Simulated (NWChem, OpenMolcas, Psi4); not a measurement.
## Exact exchange and the dipole moment of HOI (hypoiodous acid)

HOI: 3 atoms, total charge 0, spin state singlet. SMILES: `OI`. The shape is that of a PBE0-D4/def2-TZVP optimisation.

The dipole moment y, in D, basis def2-TZVPP with a core potential; a is the functional's share of exact exchange. Programs: NWChem 7.3.0, OpenMolcas 26.06, Psi4 1.11.

| functional | program | a | y (D) |
| --- | --- | --- | --- |
| r2SCAN | NWChem | 0 | 1.42 |
| revPBE | Psi4 | 0 | 1.37 |
| TPSSh | Psi4 | 0.1 | 1.41 |
| B3LYP | NWChem | 0.2 | 1.47 |
| PBE0 | NWChem | 0.25 | ? |
| BHLYP | OpenMolcas | 0.5 | 1.55 |

**Question.** Fit y = c + s·a to the known rows and predict PBE0.

**Answer.** 
1. Means of the 5 rows: a = 0.1600, y = 1.444.
2. Σ(Δa)² = 0.172, Σ(Δa·Δy) = 0.0548, so the slope is 0.0548/0.172 = 0.3186.
3. Intercept: 1.444 − (0.3186) × 0.1600 = 1.393. The largest residual of the fit is 0.027.
4. PBE0: 1.393 + (0.3186) × 0.25 = 1.47 D.

The run gave 1.46 D, so the prediction is off by +0.01 D, within the largest residual. More exact exchange makes the molecule more polar here. The rows mix families of semi-local functionals, which the line can't see.
